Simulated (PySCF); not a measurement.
pyrazine-2-carbonitrile (C5H3N3), SMILES N#Cc1nccnc1. Atoms are numbered in the order given.

```xyz
11

N      0.0171    -3.1526     0.0000
C      0.0464    -1.9949     0.0000
C      0.0365    -0.5552     0.0000
C     -1.1842     0.1380     0.0000
N     -1.2203     1.4635     0.0000
C     -0.0530     2.0973     0.0000
C      1.1620     1.4040     0.0000
N      1.2098     0.0799     0.0000
H     -2.1352    -0.4045     0.0000
H     -0.0732     3.1924     0.0000
H      2.1164     1.9409     0.0000
```

Geometry: PBE0-D3(BJ)/def2-SVP.

All values below come from PBE/pcSseg-1 (PySCF).

GIAO shieldings, no solvent; atoms alike by connectivity are averaged. δ = σ(ref) − σ: ¹⁵N against NH3 (σ = 267.0 ppm); ¹³C against TMS (σ = 182.0 ppm); ¹H against TMS (σ = 31.49 ppm), references at their B3LYP-D3(BJ)/def2-TZVP geometries, non-relativistic.

```csv
nucleus,atoms,count,δ (ppm)
¹⁵N,N8,1,377.5
¹⁵N,N5,1,376.4
¹⁵N,N1,1,326.8
¹³C,C4,1,155.6
¹³C,C6,1,150.4
¹³C,C7,1,150.1
¹³C,C3,1,135.9
¹³C,C2,1,121.4
¹H,H9,1,9.14
¹H,H11,1,8.87
¹H,H10,1,8.87
```
